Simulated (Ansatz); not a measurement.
Coupled-cluster run, CH₄AlFOS, SMILES `[OH][Al]([SH])[CH2]F`.

```yaml
crystal:
  periodic: [false, false, false]
  atoms:
    - {symbol: O, position_ang: [0.014660, 1.795562, -0.652966]}
    - {symbol: Al, position_ang: [0.286248, 0.237227, -0.069229]}
    - {symbol: S, position_ang: [2.285344, -0.544213, 0.363614]}
    - {symbol: C, position_ang: [-1.229762, -0.982754, 0.258825]}
    - {symbol: F, position_ang: [-2.453918, -0.396230, -0.055327]}
    - {symbol: H, position_ang: [0.678395, 2.454719, -0.842091]}
    - {symbol: H, position_ang: [2.907234, 0.590925, 0.002162]}
    - {symbol: H, position_ang: [-1.134218, -1.903047, -0.331200]}
    - {symbol: H, position_ang: [-1.265682, -1.298688, 1.309110]}
basis:
  gaussian: {orbitals: def2-SVP}
correlation: {method: ccsd_t}
```

```sh
$ ansatz run in.yaml --threads 4 --pin off --events-out ev --progress --plain --max-ram 10444MiB
```

Log, shortened:

```
Functional definition: HF
932 factors; integrals over basis functions are off by at most 1.2e-3 eV
mean field evaluation 1: about -23225.6899 eV, gradient 4.1e1 eV
mean field evaluation 2: about -23225.7575 eV, gradient 4.1e1 eV
mean field evaluation 4: about -23229.3481 eV, gradient 3.2e0 eV
mean field evaluation 8: about -23229.3944 eV, gradient 2.2e-1 eV
mean field -23229.39464166 eV, -853.6645076318 hartree, gradient 2.7e-6 eV, S^2 0.000000; 0 other end points of the search recorded, 0 dependent functions left out
13 core orbitals not correlated: weight in the atoms' cores, before any rotation towards them, 1.000 or more for the frozen orbitals, at most 0.000 for the correlated occupied ones
reference -23229.39464166 eV, -853.6645076318 hartree; 15, 15 occupied and 70, 70 virtual orbitals, 932 factors
second order -18.97389154 eV of doubles, -0.00000000 eV of singles
cycle   1  -19.56163722 eV  change   -5.9e-1 eV  update   9.7e-2
cycle   2  -19.99438270 eV  change   -4.3e-1 eV  update   2.9e-2
cycle   3  -20.11272981 eV  change   -1.2e-1 eV  update   1.6e-2
cycle   4  -20.10884173 eV  change    3.9e-3 eV  update   3.5e-3
cycle   5  -20.10694348 eV  change    1.9e-3 eV  update   1.5e-3
cycle   6  -20.10693568 eV  change    7.8e-6 eV  update   4.8e-4
cycle   7  -20.10674632 eV  change    1.9e-4 eV  update   1.7e-4
cycle   8  -20.10668163 eV  change    6.5e-5 eV  update   5.6e-5
cycle   9  -20.10669740 eV  change   -1.6e-5 eV  update   2.0e-5
perturbative correction -0.44954460 eV, -0.0165204593 hartree
Total energy: -23249.95088366 eV, -854.4199355916 hartree
```

It took 2.9 s on 4 threads of an Intel Xeon on a shared host, with 0.42 GiB of host memory at the peak.

MP2 recovers 92.3 % of the CCSD(T) correlation energy and the triples give 2.2 %; T1 = 0.0122.
